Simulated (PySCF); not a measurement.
Simulation results for B$_{3}$H$_{6}$N, B$_{2}$H$_{6}$NSi

Calculation on a computer-drawn molecule: the log of a Hartree-Fock and frozen-core CCSD(T) single point meant for a local Hartree-Fock minimum, with one planted fault or none, to be diagnosed. Offsets are logged minus clean, where the clean run is the same molecule without the fault. The reference is restricted for singlets and unrestricted otherwise, and also for a bond in bohr or an excited solution. Adding or removing an electron swaps singlet and doublet. The excited solution moves the top pair (singlet) or top alpha electron (doublet) to the lowest empty orbital. Highest occupied and lowest empty are orbital energies over both spins, largest force is the largest gradient component, triples share is (T) over the correlation energy, the T1 limit is 0.02 restricted and 0.045 unrestricted, electrons count all cores, a negative frequency is imaginary (commonest isotopes), and the dipole is about the centre of nuclear charge. Program: PySCF 2.14.0.

Common to all runs: meant multiplicity 1; logged SCF converged yes; logged CC converged yes; logged SCF stable within its kind yes; possible faults no fault, one electron removed, one electron added, multiplicity raised by two, geometry at a saddle point, SCF held on an excited solution, minimal basis STO-3G, one bond length entered in bohr, all coordinates scaled.

(1) B$_{3}$H$_{6}$N

Logged structure:
```xyz
10
B3H6N
B     -1.2194     1.5247    -1.7332
N     -0.6207     0.2120    -1.6801
B     -0.6670    -0.6499    -2.8374
B      0.0241    -0.2389    -0.4696
H     -1.1764     2.2349    -0.7704
H     -1.7536     1.8923    -2.7395
H     -1.2057    -0.2712    -3.8373
H     -0.1666    -1.7365    -2.7878
H      0.5196    -1.3282    -0.4323
H      0.0577     0.4798     0.4873
```

* meant charge: 0
* meant basis: cc-pVDZ
* logged electrons: 28
* logged basis functions: 86
* logged spin squared: 0
* logged highest occupied: -12.481 eV
* logged lowest empty: 2.3881 eV
* logged largest force: 4.914e-05 hartree/bohr
* logged lowest frequency: 293.7 cm⁻¹
* logged T1 diagnostic: 0.010291
* logged D1 diagnostic: 0.036918
* logged triples share: 0.027236
* logged dipole magnitude: 0.0005112 debye
* logged energy HF: -132.06513 hartree
* logged energy CCSD(T): -132.54263 hartree
* planted fault: no fault
* HF energy offset from clean run: 0 kcal/mol
* CCSD(T) energy offset from clean run: 0 kcal/mol

Drawn bonds:
```tsv
atom	other atom	order
1	2	1
2	3	1
2	4	1
1	5	1
1	6	1
3	7	1
3	8	1
4	9	1
4	10	1
```

(2) B$_{2}$H$_{6}$NSi

Logged structure:
```xyz
10
B2H6NSi
B     -1.3293     0.9037     0.2561
N     -0.3196    -0.1417    -0.0372
B     -0.1848    -1.3340     0.8338
Si     0.6740     0.0253    -1.3590
H     -1.3900     1.8400    -0.4809
H     -2.0278     0.7653     1.2034
H     -0.9028    -1.4337     1.7713
H      0.6459    -2.1409     0.5465
H      1.6652    -1.0043    -1.6449
H      0.5395     1.1990    -2.2127
```

* meant charge: 1
* meant basis: cc-pV(D+d)Z
* logged electrons: 35
* logged basis functions: 95
* logged spin squared: 0.7775
* logged highest occupied: -22.919 eV
* logged lowest empty: -15.261 eV
* logged largest force: 0.11544 hartree/bohr
* logged T1 diagnostic: 0.056978
* logged D1 diagnostic: 0.34019
* logged triples share: 0.033814
* logged dipole magnitude: 4.6887 debye
* logged energy HF: -395.42255 hartree
* logged energy CCSD(T): -395.87342 hartree
* planted fault: one electron removed
* HF energy offset from clean run: 382.3 kcal/mol
* CCSD(T) energy offset from clean run: 393.4 kcal/mol

Drawn bonds:
```tsv
atom	other atom	order
1	2	1
2	3	1
2	4	1
1	5	1
1	6	1
3	7	1
3	8	1
4	9	1
4	10	1
```

Notes: T1 above single-reference limit.

(3) B$_{2}$H$_{6}$NSi

Structure as in entry 2.

- meant charge: 1
- meant basis: cc-pV(D+d)Z
- logged electrons: 36
- logged basis functions: 95
- logged spin squared: 2.1025
- logged highest occupied: -11.572 eV
- logged lowest empty: -8.785 eV
- logged largest force: 0.099636 hartree/bohr
- logged T1 diagnostic: 0.031477
- logged D1 diagnostic: 0.14468
- logged triples share: 0.035047
- logged dipole magnitude: 2.3889 debye
- logged energy HF: -395.81723 hartree
- logged energy CCSD(T): -396.29917 hartree
- planted fault: multiplicity raised by two
- HF energy offset from clean run: 134.6 kcal/mol
- CCSD(T) energy offset from clean run: 126.2 kcal/mol

Drawn bonds:
```tsv
atom	other atom	order
1	2	1
2	3	1
2	4	1
1	5	1
1	6	1
3	7	1
3	8	1
4	9	1
4	10	1
```
